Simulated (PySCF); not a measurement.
PySCF 2.14 output of an unrestricted HSE06 calculation on a single atom or ion in aug-cc-pV(T+d)Z with one added diffuse shell each of s, p, d, f type (7s6p5d3f, 71 functions), with the non-relativistic Hamiltonian (point nucleus):

```
SCF conv_tol = 1e-09
number electrons alpha = 9  beta = 6
    J. Heyd, G. E. Scuseria, and M. Ernzerhof.,  J. Chem. Phys. 118, 8207 (2003)
    J. Heyd, G. E. Scuseria, and M. Ernzerhof.,  J. Chem. Phys. 124, 219906 (2006)
    A. V. Krukau, O. A. Vydrov, A. F. Izmaylov, and G. E. Scuseria.,  J. Chem. Phys. 125, 224106 (2006)
cycle= 1 E= -397.11818828187  delta_E= -0.00635  |g|= 0.0197  |ddm|= 0.351
cycle= 2 E= -397.119759726949  delta_E= -0.00157  |g|= 0.00917  |ddm|= 0.189
cycle= 3 E= -397.121296852617  delta_E= -0.00154  |g|= 0.00839  |ddm|= 0.213
cycle= 4 E= -397.122568770193  delta_E= -0.00127  |g|= 0.00712  |ddm|= 0.233
cycle= 5 E= -397.123416063362  delta_E= -0.000847  |g|= 0.00373  |ddm|= 0.277
cycle= 6 E= -397.123606182772  delta_E= -0.00019  |g|= 0.00201  |ddm|= 0.26
cycle= 7 E= -397.123628876517  delta_E= -2.27e-05  |g|= 0.000352  |ddm|= 0.0536
cycle= 8 E= -397.123629167849  delta_E= -2.91e-07  |g|= 7.22e-05  |ddm|= 0.00544
cycle= 9 E= -397.123629202128  delta_E= -3.43e-08  |g|= 8.13e-06  |ddm|= 0.00297
cycle= 10 E= -397.123629202548  delta_E= -4.2e-10  |g|= 1.02e-06  |ddm|= 0.000226
converged SCF energy = -397.123629202548  <S^2> = 3.7525893  2S+1 = 4.0012945
```

The run itself started from symmetry-adapted Hartree-Fock orbitals and held the occupation by maximum overlap, on a logarithmic radial grid, so the iterations belong to that start.

Q: Which element, charge and spin multiplicity is this?

A: S⁺ (sulfur, charge +1), multiplicity 4; the state was [Ne] 3s2 3p2 4s1, high-spin 4P determinant (an excited configuration).

⟨L²⟩ = 4.43 against 2 for a pure P term, so this real determinant mixes terms. The outer electron is Rydberg-like, and this basis confines it to a smaller radius and binds it less than a complete one would. The s, p, d and f populations moved away from the nominal configuration during the SCF.
